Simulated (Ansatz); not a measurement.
Start from `[F][Ti]([SH])([SH])[SH]` and change one atom or group to get `[OH][Ti]([SH])([SH])[SH]`.

Ansatz, PBE0-D4/def2-TZVP geometries, multiplicity 1. Each molecule was computed in one conformer, which needn't be the lowest.

Scalar relativity is left out up to krypton.

```csv
property,`[F][Ti]([SH])([SH])[SH]`
LUMO energy (PBE0/def2-TZVPP) / eV,-2.96
HOMO energy (PBE/def2-TZVPP) / eV,-6.74
HOMO energy (ωB97M-V/def2-TZVPP) / eV,-10.01
HOMO–LUMO gap (PBE0/def2-TZVPP) / eV,4.95
size of the dipole moment (ωB97M-V/def2-TZVPP) / D,0.94
LUMO energy (B3LYP/def2-TZVPP) / eV,-3.17
```

Q: What does the change do to each property? (An estimate is asked.)

A: Computed: 
| property | `[OH][Ti]([SH])([SH])[SH]` | shift |
| --- | --- | --- |
| LUMO energy (PBE0/def2-TZVPP) / eV | -2.68 | 0.28 |
| HOMO energy (PBE/def2-TZVPP) / eV | -6.39 | 0.35 |
| HOMO energy (ωB97M-V/def2-TZVPP) / eV | -9.63 | 0.38 |
| HOMO–LUMO gap (PBE0/def2-TZVPP) / eV | 4.87 | -0.08 |
| size of the dipole moment (ωB97M-V/def2-TZVPP) / D | 1.44 | 0.50 |
| LUMO energy (B3LYP/def2-TZVPP) / eV | -2.89 | 0.28 |

With PBE0 the HOMO rises by 0.36 eV and the LUMO rises by 0.28 eV, so the gap narrows by about 0.08 eV. PBE moves the HOMO by 0.35 eV and ωB97M-V by 0.38 eV. Dipoles are sizes alone; their direction can turn.

B3LYP here is the variant with VWN-RPA as its local correlation; programs differ in this.
